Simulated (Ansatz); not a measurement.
Cost and result up the ladder for the cluster Sn₄Cl₄ (8 atoms). Charge 0, multiplicity 1. Geometry: PBE0-D4/def2-SVP.

| atom | x (Å) | y (Å) | z (Å) |
| --- | --- | --- | --- |
| Sn1 | -2.1614 | -0.5972 | -0.6871 |
| Sn2 | 0.6320 | -1.2339 | -0.9526 |
| Sn3 | -0.6467 | 1.2480 | 0.9182 |
| Sn4 | 2.1345 | 0.5936 | 0.6699 |
| Cl5 | 3.6737 | 2.1385 | -0.3023 |
| Cl6 | -3.6327 | -2.1551 | 0.3676 |
| Cl7 | 1.5335 | -2.9929 | -2.2557 |
| Cl8 | -1.5330 | 2.9989 | 2.2421 |

Ansatz on 4 threads of Intel Xeon on a shared host. Times are rough, and most runs start from the orbitals of an earlier one. No level here is sound enough to serve as a yardstick. Binding counts from free atoms at the same level (Sn triplet, Cl doublet; other spins of the atoms weren't run), without zero-point energy or a counterpoise term.

In the def2 sets Sn takes a core potential; there is no spin–orbit coupling. Correlated methods freeze 36 core orbitals; core or outer-core shells of Sn are correlated, in sets that lack core-valence functions. The rows differ in basis, and correlated rows in double-zeta sets carry the largest basis error. Another isomer (singlet) lies 1.48 eV lower at PBE0-D4/def2-TZVP; other spin states weren't run for this one.

Run but left out: B2PLYP/def2-TZVP (restricted singlet, unstable in another Hartree–Fock run and untested here).

Correlated methods converge slowly with the basis, most of all in double-zeta sets.

| level | functions | wall time | binding energy per atom (eV) | remarks |
| --- | --- | --- | --- | --- |
| PBE-D4/def2-SVP | 176 | 4.3 s | 2.70 | – |
| PBE0-D4/def2-SVP | 176 | 9.6 s | 2.55 | restricted SCF unstable in HF |
| BLYP-D4/def2-TZVP | 348 | 11 s | 2.59 | restricted SCF unstable in HF |
| MP2/def2-SVP | 176 | 14 s | 2.30 | restricted SCF unstable |
| RPA@PBE/def2-SVP | 176 | 14 s | 1.91 | – |
| PBE-D4/def2-TZVP (with forces) | 348 | 17 s | 2.72 | restricted SCF unstable in HF |
| r2SCAN-D4/def2-TZVP | 348 | 23 s | 2.62 | restricted SCF unstable in HF |
| PBE0-D4/def2-TZVP | 348 | 34 s | 2.59 | restricted SCF unstable in HF |
